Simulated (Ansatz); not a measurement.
Molecule: CH3Si (charge 0, doublet). It need not be the lowest isomer of its formula. 
Geometry from a B3LYP-D3(BJ)/def2-TZVP (Ansatz, a quantum-chemistry and plane-wave program) optimisation:
SMILES: C=[SiH]
```xyz
5

C     -1.0946    -0.0911    -0.0174
Si     0.6114    -0.0386     0.0085
H     -1.6691     0.8306    -0.0133
H     -1.6688    -1.0070    -0.0383
H      1.3450     1.2633     0.0370
```
Charge 0, spin multiplicity 2.

Basis-set convergence of Hartree-Fock and MP2 correlation energies (hartree) with Ansatz. Valence correlation only, unless marked. UHF or UKS for open shells. Spin-orbit coupling is left out. No relativistic terms.

The UHF reference is spin-contaminated (<S^2> 0.44 over the pure value in the largest basis). The T1 diagnostic of CCSD in the largest basis is 0.068, which is high, so the coupled-cluster rows are less sure than usual.

```csv
basis,functions,E(HF),"E(corr, MP2)"
cc-pV(D+d)Z,52,-328.45557,-0.19932
cc-pV(T+d)Z,111,-328.47806,-0.24637
cc-pV(Q+d)Z,209,-328.48384,-0.26313
```

Extrapolating the two largest sets (X = 3 and 4) as X^-3: E(corr) = (64·(-0.26313) - 27·(-0.24637))/37 = -0.2754 Eh, an estimate of the basis-set limit. The largest set recovers 95.6 % of it, the smallest 72.4 %.
